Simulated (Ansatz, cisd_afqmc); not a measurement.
System: Te, charge 1, quartet.

Total energies in def2-TZVPPD, 5 correlated electrons, 9 frozen orbitals. UHF or UKS for unpaired electrons; spin-orbit terms are left out. Cores are frozen in correlated methods (noble-gas shells, and filled d and f shells in the p block). Past Kr the def2 sets carry scalar-relativistic core potentials. The Monte Carlo rows (phaseless AFQMC, CISD trial, step 0.005/hartree) carry one-sigma bars that omit the constraint's bias. Outlying blocks are dropped, and bars are widened where a walk drifts. Over all cases where full CI ran beside it in this data, AFQMC minus full CI had a median of +0.1 mEh and passed +0.4 mEh in a tenth of the cases. Spin-orbit terms, left out, reach several kcal/mol for Br and I, and more for heavier atoms.

```
method         program         energy (Eh)  minus CCSDTQ (mEh)
----------  ----------  ------------------  ------------------
HF              Ansatz          -266.72177               78.78
MP2             Ansatz          -266.78499               15.56
CCSD            Ansatz          -266.79780                2.75
CCSD(T)         Ansatz          -266.80000                0.55
CCSDT(Q)        Ansatz          -266.80054                0.01
CCSDTQ          Ansatz          -266.80055                0.00
AFQMC/CISD  cisd_afqmc  -266.8005 ± 0.0001           0.0 ± 0.1
```

Ansatz is a quantum-chemistry and plane-wave program.
